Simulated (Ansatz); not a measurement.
Start from `Cl[Si](Cl)(Cl)[SnH3]` and change one atom or group to get `N[Si](Cl)(Cl)Cl`.

Ansatz, PBE0-D4/def2-TZVP geometries, multiplicity 1. Each molecule was computed in one conformer, which needn't be the lowest.

Elements past krypton have def2 core potentials.

```json
{"property": "HOMO–LUMO gap (ωB97M-V/def2-TZVPP) / eV", "`Cl[Si](Cl)(Cl)[SnH3]`": "11.05"}
{"property": "size of the dipole moment (ωB97M-V/def2-TZVPP) / D", "`Cl[Si](Cl)(Cl)[SnH3]`": "1.60"}
{"property": "HOMO energy (ωB97M-V/def2-TZVPP) / eV", "`Cl[Si](Cl)(Cl)[SnH3]`": "-10.17"}
{"property": "LUMO energy (PBE0/def2-TZVPP) / eV", "`Cl[Si](Cl)(Cl)[SnH3]`": "-0.79"}
{"property": "HOMO–LUMO gap (B3LYP/def2-TZVPP) / eV", "`Cl[Si](Cl)(Cl)[SnH3]`": "6.94"}
{"property": "size of the dipole moment (PBE/def2-TZVPP) / D", "`Cl[Si](Cl)(Cl)[SnH3]`": "1.46"}
```

**Question.** What does the change do to each property? (Best estimate.)

**Answer.** Ansatz gave: 
```json
{"property": "HOMO–LUMO gap (ωB97M-V/def2-TZVPP) / eV", "`N[Si](Cl)(Cl)Cl`": "12.66", "shift": "1.61"}
{"property": "size of the dipole moment (ωB97M-V/def2-TZVPP) / D", "`N[Si](Cl)(Cl)Cl`": "2.40", "shift": "0.80"}
{"property": "HOMO energy (ωB97M-V/def2-TZVPP) / eV", "`N[Si](Cl)(Cl)Cl`": "-10.68", "shift": "-0.51"}
{"property": "LUMO energy (PBE0/def2-TZVPP) / eV", "`N[Si](Cl)(Cl)Cl`": "0.23", "shift": "1.02"}
{"property": "HOMO–LUMO gap (B3LYP/def2-TZVPP) / eV", "`N[Si](Cl)(Cl)Cl`": "8.00", "shift": "1.06"}
{"property": "size of the dipole moment (PBE/def2-TZVPP) / D", "`N[Si](Cl)(Cl)Cl`": "2.39", "shift": "0.93"}
```

With PBE0 the HOMO falls by 0.14 eV and the LUMO rises by 1.02 eV, so the gap widens by about 1.16 eV. PBE moves the HOMO by 0.23 eV and ωB97M-V by -0.51 eV. The zero-point energy changes by 14.3 kJ/mol with -3 modes. Dipoles are sizes alone; their direction can turn.

B3LYP here is the variant with VWN-RPA as its local correlation; programs differ in this.
